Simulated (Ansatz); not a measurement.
Born–Oppenheimer molecular dynamics of Cl2H5O2PSn (11 atoms, charge 0, multiplicity 1). It starts at the highest image of a converged band. Of that band: Neighbouring images differ by up to 1.2 eV, so the band resolves the path poorly. A vibrational analysis at the climbing image gives one clearly imaginary mode, 1161i cm⁻¹: a first-order saddle point.

The calculation used Ansatz 0.2.0, RKS BLYP/def2-SVP.

| Item | Value |
| --- | --- |
| ensemble | NVE (velocity Verlet) |
| time step | 0.5 fs |
| steps asked | 200 |
| starting velocities drawn for | 300 K |
| seed | 6215 |

First frame:

```xyz
11
Properties=species:S:1:pos:R:3
Sn 0.213 0.190 0.020
O -0.294 0.204 2.112
H -1.212 0.018 2.419
O 2.124 -0.159 -0.548
H 2.137 -1.057 -0.949
Cl -1.175 1.570 -1.381
Cl -0.724 -1.992 -0.383
P 1.359 2.558 1.585
H 2.472 1.906 0.960
H 0.791 3.131 0.403
H 0.302 1.365 2.123
```

(1) How far do the bonds stretch over the last three quarters of this one trajectory? (Pairs bonded in most of those frames.)

Results:

(1) 
| bond | mean (Å) | spread (Å) | shortest | longest |
| --- | --- | --- | --- | --- |
| Sn1–O2 | 2.022 | 0.049 | 1.95 | 2.10 |
| Sn1–O4 | 2.027 | 0.011 | 2.01 | 2.05 |
| Sn1–Cl6 | 2.384 | 0.036 | 2.34 | 2.44 |
| Sn1–Cl7 | 2.423 | 0.022 | 2.39 | 2.45 |
| O2–H3 | 0.988 | 0.009 | 0.97 | 1.01 |
| O4–H5 | 0.990 | 0.042 | 0.93 | 1.05 |
| P8–H9 | 1.449 | 0.048 | 1.37 | 1.52 |
| P8–H10 | 1.440 | 0.007 | 1.43 | 1.45 |
| P8–H11 | 1.442 | 0.059 | 1.35 | 1.53 |

Mean temperature of the second half: 670 K. The conserved energy stayed within 0.29 meV per atom of its start (net change 0.2 meV per atom), so the integration is sound. The kinetic energy rose, since the run started high on the potential surface and went downhill. It ends in pieces (Cl2H2O2Sn + H3P), so much of that is their flight and rotation, not heat. A run of 0.1 ps of so small a system gives no equilibrium averages. The orbitals stay closed-shell, which can raise the energy where a bond breaks towards radicals; this wasn't checked here.

Run time: 4.6 min on 4 threads of AMD EPYC 7B13 (Zen 3) (shared host), peak memory 0.22 GiB.
